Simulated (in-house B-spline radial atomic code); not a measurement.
Configurations of Yb IV (Yb3+), with energies counted from [Xe] 4f13. Computed with a B-spline radial code for spherical atoms: scalar-relativistic (X2C) TPSSh, spin-polarised, spherical fractional occupations, exact exchange averaged over the configuration, Fermi nucleus of rms radius 5.3108 fm. Shells without spins written out take the highest spin.

Occupations are held fixed; configurations that lie above the ionisation limit could autoionise.

```csv
configuration,E - E(ref) (eV),highest orbital,its <r> (bohr)
[Xe] 4f12 5d1,12.301,5d up,1.947
[Xe] 4f12 6s1,14.764,6s up,2.804
[Kr] 4d10 4f14 5s2 5p5,23.257,4f down,0.7551
[Kr] 4d9 4f13 5s2 5p6 5d1,190.56,5d up,1.944
[Kr] 4d9 4f13 5s2 5p6 5f1,209.26,5f up,4.288
[Kr] 4d9 4f13 5s2 5p6 6f1,213.99,6f up,7.361
```

Task: Order these further configurations by energy, lowest first.
A. [Kr] 4d10 4f13 5s2 5p5 6s1
B. [Kr] 4d9 4f14 5s2 5p6
C. [Kr] 4d9 4f13 5s2 5p6 6s1
D. [Xe] 4f12 6p1
E. [Kr] 4d10 4f13 5s2 5p5 6f1

Result: D (21.234 eV), A (34.154 eV), E (54.982 eV), B (177.36 eV), C (193.01 eV).

Task: How far above the reference does [Xe] 4f12 5f1 lie?

Result: 30.996 eV; its least bound orbital is 5f up with <r> = 4.291 bohr.
